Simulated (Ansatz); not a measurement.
`B/N=C\Cl` + `C[SiH](F)P` → `BP[SiH](C)F` + `N=CCl` at 500 K and 1 bar (ligand exchange at a B–N bond).

Calculated with Ansatz (gas phase, PBE0-D4/def2-TZVP geometries, no zero-point term in ΔE). CCSD(T)/CBS adds triple-zeta CCSD(T) − MP2 to the extrapolated MP2 energy (def2 sets, frozen cores). This one scheme is used for every species. One conformer a species, not always the lowest.

```tsv
species	CCSD(T)/CBS energy (Eh)	H − E (kJ/mol)	S (J/(mol·K))
`B/N=C\Cl`	-579.12291	144.8	337.9
`C[SiH](F)P`	-771.55123	219.3	402.7
`BP[SiH](C)F`	-796.94025	263.9	451.1
`N=CCl`	-553.70684	105.7	288.6
```

H − E and S are ideal-gas, rigid-rotor, harmonic terms from PBE0-D4/def2-TZVP, for one conformer and one mirror image of each species. 1 Eh = 2625.50 kJ/mol, R = 8.31446 J/(mol·K).

Task: By hand: ΔE, ΔH, ΔS and ΔG.

Result: ΔE = (-796.94025) + (-553.70684) − (-579.12291) − (-771.55123) = 0.02705 Eh = 71.0 kJ/mol. Δ(H − E) = 263.9 + 105.7 − 144.8 − 219.3 = 5.5, so ΔH = 76.5 kJ/mol. ΔS = 451.1 + 288.6 − 337.9 − 402.7 = -0.9 J/(mol·K). ΔG = 76.5 − 500 × (-0.9)/1000 = 77.0 kJ/mol.

Task: By hand: the equilibrium constant, and the temperature at which ΔG would vanish if ΔH and ΔS stayed fixed.

Result: log₁₀ K = −ΔG/(RT ln 10) = -8.0. ΔH and −TΔS have one sign here, so there is no such temperature.

The number of gas molecules stays the same, so ΔS is small and ΔH decides. A doubt of 5 kJ/mol in ΔE shifts log₁₀ K by 0.5 here. Other conformers and mirror images would add mixing entropy, several J/(mol·K) or more a flexible species. Modes under 60 cm⁻¹, often nearly free rotors, make the harmonic entropy too high. These are equilibria of isolated gas molecules and say nothing of rates. Largest T1 diagnostic: 0.015 (customary marks: 0.02 for closed shells, 0.045 for open ones).

ΔS is within the doubt of such terms, so its sign, and with it that verdict, could turn.
